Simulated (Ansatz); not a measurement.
Consider the homolysis of the C–O bond: `C#COC[SiH3]` → `[CH2][SiH3]`• + `C#C[O]`•.

Program: Ansatz. Geometries: PBE0-D4/def2-TZVP. ΔE: electronic, gas phase. CCSD(T)/CBS adds triple-zeta CCSD(T) − MP2 to the extrapolated MP2 energy (def2 sets, frozen cores). This one scheme is used for every species. DFT in def2-TZVPP. B3LYP here is the variant with VWN-RPA as its local correlation; programs differ in this. HSE06 is defined as in plane-wave codes. No spin–orbit coupling; open shells (•) take unrestricted orbitals. Each species was taken in one conformer, which may not be the lowest.

`C#COC[SiH3]`:

Cartesian coordinates in Å:
```
C 2.528 0.625 -0.149
C 1.428 0.932 0.219
O 0.254 1.291 0.618
C -0.672 0.206 0.863
Si -1.196 -0.725 -0.708
H 3.503 0.367 -0.483
H -0.237 -0.472 1.604
H -1.542 0.684 1.319
H -0.064 -1.478 -1.296
H -1.737 0.242 -1.695
H -2.264 -1.673 -0.292
```

`[CH2][SiH3]`•:

Z-matrix (Å, degrees):
```
Si
C 1 1.840
H 1 1.487 2 110.3
H 1 1.487 2 110.4 3 -121.0
H 1 1.492 2 111.3 3 119.5
H 2 1.085 1 122.6 3 152.6
H 2 1.085 1 122.6 3 -29.9
```

`C#C[O]`•:

Cartesian coordinates in Å:
```
C -0.033 -0.009 -0.745
C -0.141 -0.159 0.529
O -0.366 -0.422 1.643
H 0.539 0.589 -1.427
```

```
             level  ΔE (kcal/mol)  difference from CCSD(T)/CBS
       LDA (SPW92)           61.6                         11.5
            PBE-D4           43.2                         -6.9
         revPBE-D4           39.7                        -10.4
           BLYP-D4           39.6                        -10.5
         r2SCAN-D4           35.8                        -14.3
            B97M-V           37.9                        -12.2
          B3LYP-D4           42.0                         -8.1
        r2SCANh-D4           36.6                        -13.5
        r2SCAN0-D4           37.8                        -12.3
          HSE06-D4           43.9                         -6.2
          BHLYP-D4           42.0                         -8.1
      CAM-B3LYP-D4           45.1                         -5.0
           ωB97X-V           47.3                         -2.8
           ωB97M-V           47.7                         -2.4
            B2PLYP           43.3                         -6.8
          PBE-QIDH           47.3                         -2.8
               PBE           41.1                         -9.0
            revPBE           34.2                        -15.9
              BLYP           35.3                        -14.8
            r2SCAN           35.2                        -14.9
              PBE0           42.1                         -8.0
             B3LYP           38.7                        -11.4
           r2SCANh           36.0                        -14.1
           r2SCAN0           37.1                        -13.0
             BHLYP           39.4                        -10.7
         CAM-B3LYP           43.3                         -6.8
           LC-ωPBE           43.5                         -6.6
RPA@PBE/def2-TZVPP           42.1                         -8.0
       HF/def2-SVP           23.4                        -26.7
      MP2/def2-SVP           52.7                          2.6
     HF/def2-TZVPP           19.8                        -30.3
    MP2/def2-TZVPP           54.6                          4.5
SCS-MP2/def2-TZVPP           53.4                          3.3
   CCSD/def2-TZVPP           45.2                         -4.9
CCSD(T)/def2-TZVPP           47.1                         -3.0
     HF/def2-QZVPP           19.8                        -30.3
SCS-MP2/def2-QZVPP           55.2                          5.1
      HF/CBS(def2)           19.8                        -30.3
     MP2/CBS(def2)           57.6                          7.5
    CCSD/CBS(def2)           48.1                         -2.0
       CCSD(T)/CBS           50.1                            0
```

Problem. What do rigid-rotor, harmonic-oscillator terms from PBE0-D4/def2-TZVP frequencies (298.15 K, 1 bar) make of the CCSD(T)/CBS value? (Best estimate.)

Solution. Ansatz gave: ΔZPE = -6.0 kcal/mol, ΔH = +45.3 kcal/mol, ΔS = 180 J/(mol·K), ΔG = +32.4 kcal/mol. Open shells count their whole term as degenerate. Modes under 50 cm⁻¹ make the entropy rough.

Largest T1 diagnostic among the species: 0.023.

At CCSD(T), def2-SVP lies −3.9 kcal/mol from the extrapolated value and def2-TZVPP −2.9 kcal/mol: correlation converges slowly with the basis, and small sets miss more of it in the bonded molecule than in its fragments. Leaving LDA and LC-ωPBE aside and taking each functional with its dispersion term where it has one, the values spread over 11.9 kcal/mol, from r2SCAN-D4 to ωB97M-V. LDA lies +20.5 kcal/mol from PBE without D4, its usual overbinding.
